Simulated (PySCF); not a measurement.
Al(Me)(Vi)2, SMILES [CH]([Al]([CH]=C)[CH3])=C (GFN2-xTB optimised geometry):

```
15

Al    -0.809     0.751     0.000
C     -1.811     2.472     0.000
H     -2.893     2.300    -0.045
H     -1.561     3.113    -0.853
H     -1.629     3.075     0.897
C     -1.772    -0.986     0.001
C     -1.106    -2.142     0.012
H     -2.864    -1.052    -0.006
H     -1.587    -3.113     0.014
H     -0.024    -2.165     0.020
C      1.178     0.751     0.000
C      1.814     1.924     0.020
H      1.806    -0.142    -0.015
H      2.893     2.026     0.022
H      1.264     2.856     0.036
```

Computed with PBE0/def2-TZVP (PySCF).

Problem. What are the frontier orbital energies and the dipole moment?

Solution. HOMO-2 -7.76 eV, HOMO-1 -7.75 eV, HOMO -7.62 eV, LUMO -1.33 eV, LUMO+1 0.01 eV; dipole moment 0.07 D.

On the same geometry PBE/def2-TZVP in PySCF gives HOMO-2 -6.68 eV, HOMO-1 -6.47 eV, HOMO -6.32 eV, LUMO -2.18 eV, LUMO+1 -1.04 eV; dipole moment 0.06 D.

Meta-Löwdin charges at PBE0/def2-TZVP: Al1 0.78, C2 -0.66, H3 0.13, H4 0.13, H5 0.13, C6 -0.39, C7 -0.21, H8 0.12, H9 0.12, H10 0.11, C11 -0.39, C12 -0.22, H13 0.12, H14 0.12, H15 0.11.
